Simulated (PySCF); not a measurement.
SMILES c1([Si](Cl)(Cl)Cl)ccc(cc1)[SiH](Cl)Cl (GFN2-xTB optimised geometry):

```
18

Si     1.470    -3.082     0.000
Cl     0.805    -4.044    -1.644
Cl     0.805    -4.038     1.648
C      0.787    -1.316     0.000
C     -0.586    -1.082     0.000
C     -1.094     0.202     0.007
C     -0.245     1.308     0.013
C      1.130     1.074     0.010
C      1.634    -0.211     0.004
Si    -0.906     3.081     0.029
Cl    -2.926     3.082     0.041
Cl    -0.248     4.064    -1.614
Cl    -0.230     4.039     1.678
H      2.926    -3.082     0.000
H     -1.270    -1.919    -0.004
H     -2.163     0.350     0.007
H      1.812     1.912     0.014
H      2.704    -0.360     0.003
```

Computed with PBE0/def2-SVP (PySCF).

Q: What are the frontier orbital energies and the dipole moment?

A: HOMO-2 -8.81 eV, HOMO-1 -8.06 eV, HOMO -7.94 eV, LUMO -1.65 eV, LUMO+1 -0.71 eV; dipole moment 0.90 D.

Meta-Löwdin charges at PBE0/def2-SVP: Si1 0.80, Cl2 -0.26, Cl3 -0.26, C4 -0.22, C5 -0.09, C6 -0.09, C7 -0.22, C8 -0.09, C9 -0.09, Si10 0.89, Cl11 -0.24, Cl12 -0.24, Cl13 -0.24, H14 -0.10, H15 0.11, H16 0.11, H17 0.11, H18 0.11.
